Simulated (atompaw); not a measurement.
**An all-electron radial function and its pseudo partner (Mn)**

Columns: radius, all-electron u(r) and pseudo u(r) of the 3d shell (level -8.56 eV) of manganese in the configuration [Ne] 3s2 3p6 3d5 4s1 4p1; LDA (PW92), scalar-relativistic, PAW (atompaw) scheme, atompaw 4.2.0.5.

```tsv
r (bohr)	all-electron	pseudo
0.075	0.0299	0.0004
0.150	0.1422	0.0033
0.225	0.3006	0.0108
0.300	0.4634	0.0250
0.375	0.6065	0.0471
0.450	0.7195	0.0778
0.525	0.8011	0.1173
0.600	0.8538	0.1646
0.675	0.8823	0.2186
0.750	0.8917	0.2771
0.825	0.8866	0.3377
0.900	0.8709	0.3977
0.975	0.8479	0.4541
1.050	0.8199	0.5044
1.125	0.7887	0.5463
1.200	0.7557	0.5781
1.275	0.7218	0.5986
1.350	0.6877	0.6078
1.425	0.6539	0.6062
1.500	0.6209	0.5953
1.575	0.5887	0.5769
1.650	0.5578	0.5533
1.725	0.5280	0.5268
1.800	0.4995	0.4993
1.875	0.4723	0.4723
1.950	0.4464	0.4464
```

How many radial nodes do the two functions have?

The all-electron 3d function has n − l − 1 = 0; the pseudo-wave has 0.

Is the pseudo-wave norm-conserving?

No, it belongs to a PAW set: the norm inside the radius is not constrained, and the difference is carried by the augmentation charge.
